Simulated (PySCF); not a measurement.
Compound: C7H12Si.
Atom-mapped SMILES: `[CH2:1]=[CH:2][CH2:3][SiH:4]1[CH2:5][CH:6]=[CH:7][CH2:8]1` (hydrogens: H9, H10 on C1; H11 on C2; H12, H13 on C3; H14 on Si4; H15, H16 on C5; H17 on C6; H18 on C7; H19, H20 on C8)

The same species was optimised twice, with GFN2-xTB and with PBE0-D3(BJ)/def2-SVP (PySCF), and the same property calculations (PySCF, gas phase) were run on both structures.

```csv
coordinate,GFN2-xTB,PBE0-D3(BJ)/def2-SVP,change
C6=C7 (Å),1.321,1.342,+0.021
C1=C2 (Å),1.321,1.337,+0.016
C3–Si4 (Å),1.912,1.897,-0.015
Si4–C5 (Å),1.908,1.896,-0.012
Si4–C8 (Å),1.909,1.901,-0.008
C7–C8 (Å),1.500,1.508,+0.008
C5–C6 (Å),1.500,1.507,+0.007
C2–C3 (Å),1.486,1.491,+0.005
Si4–C8–C7 (°),103.9,101.7,-2.2
Si4–C5–C6 (°),103.9,101.9,-2.0
C5–Si4–C8 (°),93.7,95.7,+2.0
C3–Si4–C5 (°),112.8,110.9,-1.9
C3–Si4–C8 (°),113.5,111.7,-1.8
C2–C3–Si4 (°),110.3,111.4,+1.1
C1–C2–C3 (°),124.8,125.7,+0.9
C5–C6–C7 (°),119.2,119.3,+0.1
C1–C2–C3–Si4 (°),109,102,-7
C2–C3–Si4–C5 (°),-68,-68,0
```

Rotational constants: A = 3538, B = 1009, C = 878.8 MHz (GFN2-xTB) against A = 3291, B = 1067, C = 929.1 MHz (PBE0-D3(BJ)/def2-SVP). Point groups within 0.08 Å: C1 and C1.

On the GFN2-xTB structure: HOMO (eV) -6.98 [PBE0/pcSseg-1]; LUMO (eV) 0.32 [PBE0/pcSseg-1]; dipole (D) 0.36 [PBE0/pcSseg-1]; GIAO shielding of C1 (ppm) 67.7 [PBE0/pcSseg-1]; GIAO shielding of C2 (ppm) 44.0 [PBE0/pcSseg-1]; GIAO shielding of C3 (ppm) 160.4 [PBE0/pcSseg-1]; GIAO shielding of Si4 (ppm) 356.0 [PBE0/pcSseg-1]; GIAO shielding of C5/C8 (mean) (ppm) 168.3 [PBE0/pcSseg-1]; GIAO shielding of C6/C7 (mean) (ppm) 48.7 [PBE0/pcSseg-1].

Q: What do these properties become on the PBE0-D3(BJ)/def2-SVP structure?

A: 
```
                                    property          level  on GFN2-xTB  on PBE0-D3(BJ)/def2-SVP  change
                                   HOMO (eV)  PBE0/pcSseg-1        -6.98                    -6.94   +0.04
                                   LUMO (eV)  PBE0/pcSseg-1         0.32                     0.26   -0.06
                                  dipole (D)  PBE0/pcSseg-1         0.36                     0.39   +0.03
energy, GFN2-xTB geometry as zero (kcal/mol)  PBE0/pcSseg-1          0.0                     -1.4    -1.4
                  GIAO shielding of C1 (ppm)  PBE0/pcSseg-1         67.7                     63.5    -4.2
                  GIAO shielding of C2 (ppm)  PBE0/pcSseg-1         44.0                     41.3    -2.7
                  GIAO shielding of C3 (ppm)  PBE0/pcSseg-1        160.4                    160.8    +0.4
                 GIAO shielding of Si4 (ppm)  PBE0/pcSseg-1        356.0                    354.3    -1.7
        GIAO shielding of C5/C8 (mean) (ppm)  PBE0/pcSseg-1        168.3                    168.5    +0.2
        GIAO shielding of C6/C7 (mean) (ppm)  PBE0/pcSseg-1         48.7                     43.8    -4.9
```

The heavy atoms differ by 0.145 Å rms after alignment. Among bonds between heavy atoms C6=C7 changes most (+0.021 Å). Changes are differences of the printed values. Neither structure is proved a minimum here.
